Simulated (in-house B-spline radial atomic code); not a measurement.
A fraction x of an electron is moved 6s → 4f in the promethium ion Pm⁺, starting from [Xe] 4f5 6s1 and keeping the highest spin. Computed with an all-electron radial atomic-structure program (B-spline basis): scalar-relativistic (X2C) AM05, spin-polarised, spherical fractional occupations, Fermi nucleus of rms radius 4.962 fm.

| x | E(x) - E(0) (eV) | 6s up level (eV) | 4f up level (eV) |
| --- | --- | --- | --- |
| 0 | 0.0000 | -8.695 | -9.286 |
| 0.125 | -0.0344 | -8.470 | -8.435 |
| 0.25 | 0.0073 | -8.244 | -7.618 |
| 0.375 | ? | ? | ? |
| 0.5 | 0.3004 | -7.791 | -6.099 |
| 0.625 | 0.5419 | -7.567 | -5.403 |
| 0.75 | 0.8398 | -7.347 | -4.754 |
| 0.875 | ? | ? | ? |
| 1 | 1.5820 | - | -3.617 |

Task: What belongs in the row x = 0.375?

Result: An energy change of 0.1205 eV; 6s up at -8.017 eV, 4f up at -6.839 eV.

Task: What belongs in the row x = 0.875?

Result: An energy change of 1.1884 eV; 6s up at -7.134 eV, 4f up at -4.157 eV.

Task: Check Janak's theorem between x = 0.125 and 0.25.

Result: The slope of the energy is 0.33 eV; the orbital levels give 0.33 eV (ε of the receiving orbital less ε of the emptying one, averaged over the two points).

Task: Which occupation has the lowest energy, and what does it mean?

Result: x = 0.125 (-0.034 eV). A minimum between the integers is an artefact of approximate functionals with fractional occupations.
